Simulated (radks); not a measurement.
The numbers below are computed, except where a source is named.
Problem. The terbium ion Tb+, 64 electrons, occupied as [Xe] 4f9 6s1. Level of theory: Dirac Kohn-Sham, PBE, spin-unpolarised, spherical densities, finite nucleus; open shells fill j = l - 1/2 first; Fermi nuclear charge, rms radius 5.06 fm (a radial shooting solver on a logarithmic mesh with Libxc functionals).

Spin-orbit splittings of the eigenvalues, e(l+1/2) - e(l-1/2), with zeta = 2 splitting/(2l+1) and mean radii in bohr:

shell  occ.  splitting (eV)  zeta (eV)  <r> j=l-1/2  <r> j=l+1/2
2p        6           746.6      497.7      0.07589      0.08284
3p        6               ?          ?       0.2286       0.2418
3d       10           33.63      13.45       0.2141       0.2182
4p        6           34.29      22.86       0.5528       0.5830
4d       10           6.191      2.477       0.6178       0.6286
4f        9          0.7825     0.2236       0.8949       0.9150
5p        6           4.373      2.915        1.500        1.603

Estimate the 3p splitting.

Solution. 154.1 eV (zeta = 102.7 eV).
